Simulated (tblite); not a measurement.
Species: C5H9NO2.
Atom-mapped SMILES: `[CH3:1][O:2][C@@H:3]1[CH2:4][C@@H:5]1[C:6]([NH2:7])=[O:8]` (hydrogens: H9, H10, H11 on C1; H12 on C3; H13, H14 on C4; H15 on C5; H16, H17 on N7)

Computed with GFN2-xTB (tblite), gas phase: L-BFGS steps from a force-field or distance-geometry start until the largest atomic force falls under 0.01 eV/Å.

The end geometry, which sets the zero of energy:
```
atom  x, y, z in Å
C1     -2.0037   -1.2240    0.5964
O2     -0.9260   -0.3787    0.9379
C3     -0.6938    0.6131   -0.0159
C4      0.1181    0.3060   -1.2361
C5      0.6790    1.2120   -0.1634
C6      1.8780    0.7948    0.6348
N7      1.8439   -0.4636    1.1319
O8      2.8333    1.5305    0.7645
H9     -1.7984   -1.7782   -0.3256
H10    -2.1250   -1.9196    1.4243
H11    -2.9259   -0.6482    0.4649
H12    -1.5379    1.2931   -0.1281
H13    -0.1651    0.7396   -2.1825
H14     0.5519   -0.6799   -1.3093
H15     0.7154    2.2703   -0.3906
H16     0.9520   -0.9233    1.2353
H17     2.5972   -0.7319    1.7446
```

Question: These geometries come from the run, each turned onto the end geometry. Order them by energy, lowest first.
A.
```
atom  x, y, z in Å
C1     -1.9691   -1.2462    0.5576
O2     -0.9507   -0.3530    0.9563
C3     -0.7067    0.6469    0.0137
C4      0.0804    0.3161   -1.2176
C5      0.6797    1.2094   -0.1534
C6      1.9011    0.7673    0.6019
N7      1.7990   -0.4282    1.2199
O8      2.9131    1.4356    0.6108
H9     -1.7225   -1.7545   -0.3820
H10    -2.0588   -1.9760    1.3583
H11    -2.9222   -0.7218    0.4336
H12    -1.5297    1.3552   -0.0911
H13    -0.1948    0.7476   -2.1672
H14     0.4738   -0.6873   -1.2963
H15     0.7358    2.2646   -0.3958
H16     0.8834   -0.8269    1.3609
H17     2.5812   -0.7367    1.7734
```
B.
```
atom  x, y, z in Å
C1     -1.9646   -1.2385    0.5832
O2     -0.9509   -0.3300    0.9606
C3     -0.7055    0.6501   -0.0030
C4      0.0926    0.3178   -1.2262
C5      0.6800    1.2191   -0.1648
C6      1.8830    0.7722    0.6148
N7      1.7994   -0.4622    1.1625
O8      2.8757    1.4648    0.6861
H9     -1.6950   -1.7742   -0.3330
H10    -2.0669   -1.9447    1.4049
H11    -2.9177   -0.7233    0.4244
H12    -1.5372    1.3456   -0.1127
H13    -0.1883    0.7520   -2.1732
H14     0.5026   -0.6794   -1.2908
H15     0.7403    2.2748   -0.4031
H16     0.8869   -0.8708    1.2998
H17     2.5586   -0.7613    1.7536
```
C.
```
atom  x, y, z in Å
C1     -1.9881   -1.2513    0.5107
O2     -0.9546   -0.3937    0.9512
C3     -0.7009    0.6316    0.0379
C4      0.0580    0.3104   -1.2136
C5      0.6842    1.1855   -0.1503
C6      1.9303    0.7504    0.5670
N7      1.8237   -0.3756    1.3021
O8      2.9671    1.3661    0.4357
H9     -1.7554   -1.6703   -0.4735
H10    -2.0689   -2.0541    1.2412
H11    -2.9372   -0.7086    0.4473
H12    -1.5226    1.3448   -0.0287
H13    -0.2384    0.7453   -2.1558
H14     0.4417   -0.6981   -1.2842
H15     0.7273    2.2463   -0.3657
H16     0.9114   -0.7493    1.5110
H17     2.6153   -0.6673    1.8509
```
D.
```
atom  x, y, z in Å
C1     -2.0109   -1.2757    0.5103
O2     -0.8942   -0.4982    0.8848
C3     -0.6746    0.5633    0.0058
C4      0.0810    0.3519   -1.2711
C5      0.6884    1.1693   -0.1535
C6      1.9442    0.6973    0.5305
N7      1.7854   -0.2427    1.4822
O8      3.0236    1.1689    0.2412
H9     -1.9092   -1.6265   -0.5206
H10    -2.0453   -2.1326    1.1802
H11    -2.9338   -0.6918    0.6039
H12    -1.5236    1.2432   -0.0468
H13    -0.2537    0.8634   -2.1589
H14     0.5200   -0.6156   -1.4548
H15     0.7164    2.2417   -0.3086
H16     0.8766   -0.6166    1.7004
H17     2.6026   -0.5873    1.9581
```
E.
```
atom  x, y, z in Å
C1     -2.0157   -1.3171    0.5193
O2     -0.8419   -0.5743    0.7977
C3     -0.6701    0.5615   -0.0216
C4      0.1121    0.3828   -1.2913
C5      0.6884    1.1854   -0.1505
C6      1.9499    0.6874    0.5142
N7      1.7617   -0.1990    1.5217
O8      3.0197    1.0845    0.1670
H9     -2.0076   -1.6684   -0.5176
H10    -2.0645   -2.1839    1.1856
H11    -2.9022   -0.6969    0.6963
H12    -1.5088    1.2726   -0.0517
H13    -0.2011    0.9221   -2.1716
H14     0.5270   -0.5983   -1.4870
H15     0.7188    2.2616   -0.2871
H16     0.8485   -0.5510    1.7603
H17     2.5788   -0.5569    1.9994
```

Answer: B (0.004 eV), A (0.010 eV), C (0.025 eV), D (0.051 eV), E (0.121 eV).

In the order of the answer:

```csv
step,E above end (eV),largest force (eV/Å),rms force component (eV/Å),rms distance from end (Å),rms bond change (Å),bond most changed (Å)
53,0.004,0.04,0.013,0.063,0.001,C5–C6 +0.002
45,0.010,0.10,0.038,0.089,0.001,C6–N7 -0.004
38,0.025,0.08,0.031,0.166,0.002,C6–N7 -0.005
21,0.051,0.10,0.033,0.280,0.003,C6–N7 -0.006
1,0.121,1.69,0.349,0.329,0.008,C6=O8 -0.020
```

The cost below is that of the whole relaxation. On Arm Neoverse V1, one thread, no GPU, shared host with 32 logical CPUs at a one-minute load of 25, this took 0.52 s.
